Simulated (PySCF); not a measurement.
Molecule: SMILES CCCCOC(C)=O, C$_{6}$H$_{12}$O$_{2}$.

Geometry:
```
atom   x (Å)   y (Å)   z (Å)
  C1  -2.865  -0.264   0.375
  C2  -2.136   0.940  -0.208
  C3  -0.625   0.928   0.002
  C4   0.072  -0.220  -0.703
  O5   1.491  -0.096  -0.624
  C6   2.084  -0.606   0.463
  C7   3.576  -0.444   0.403
  O8   1.489  -1.148   1.358
  H9  -3.955  -0.156   0.272
 H10  -2.640  -0.383   1.446
 H11  -2.583  -1.203  -0.126
 H12  -2.541   1.861   0.242
 H13  -2.354   1.018  -1.289
 H14  -0.190   1.871  -0.368
 H15  -0.396   0.868   1.079
 H16  -0.158  -0.214  -1.779
 H17  -0.225  -1.188  -0.276
 H18   3.877   0.281  -0.362
 H19   4.024  -1.422   0.167
 H20   3.945  -0.144   1.392
```

Geometry PBE0-D3(BJ)/def2-SVP throughout; GIAO in PySCF 2.14.0 with density-fitted response routines, gas phase, one conformer, non-relativistic; equivalent atoms averaged; basis pcSseg-1.

(1) How do the shifts δ (against TMS, H2O at the same level) depend on the functional? (a selection of nuclei; ppm; last column core-seconds on shared hosts with different chips, so compare them loosely; the GGAs took longer than the global hybrids here, which isn't the general rule, and the cause wasn't traced)

(2) Which nucleus among those listed moves most, in ppm?

Answers

(1) 
```tsv
functional	kind	C4	C7	C1	O8	O5	H18/H19/H20	H14/H15	H12/H13	H9/H10/H11	core-s
OPBE	GGA	63.6	20.7	14.8	409.6	224.8	1.94	1.58	1.39	0.94	36
KT3	GGA	64.2	20.3	15.7	398.6	220.9	1.91	1.59	1.42	0.97	37
B97-D	GGA	65.8	21.4	15.7	410.3	227.2	1.95	1.61	1.41	0.99	38
B3LYP	global hybrid	66.1	21.9	15.2	435.7	227.2	1.96	1.56	1.34	0.98	27
PBE0	global hybrid	64.6	21.7	14.5	432.3	221.1	1.96	1.54	1.31	0.95	31
mPW1PW91	global hybrid	64.6	22.0	14.6	431.8	220.5	1.97	1.53	1.30	0.95	25
BHandHLYP	global hybrid	63.6	22.1	14.7	436.3	208.6	1.99	1.52	1.26	0.97	35
wB97X-D	range-separated hybrid	64.6	22.7	14.5	429.0	214.2	1.97	1.51	1.26	0.95	39
LC-wPBE	range-separated hybrid	63.8	22.9	13.4	431.8	207.9	1.97	1.48	1.20	0.92	44
```

(2) O8 (ester carbonyl oxygen): from 398.6 ppm with KT3 to 436.3 ppm with BHandHLYP. The smallest spread is 0.07 ppm, at H9/H10/H11. Proton shifts span only some 12 ppm, so a few tenths of a ppm matter as much there as several ppm in carbon.
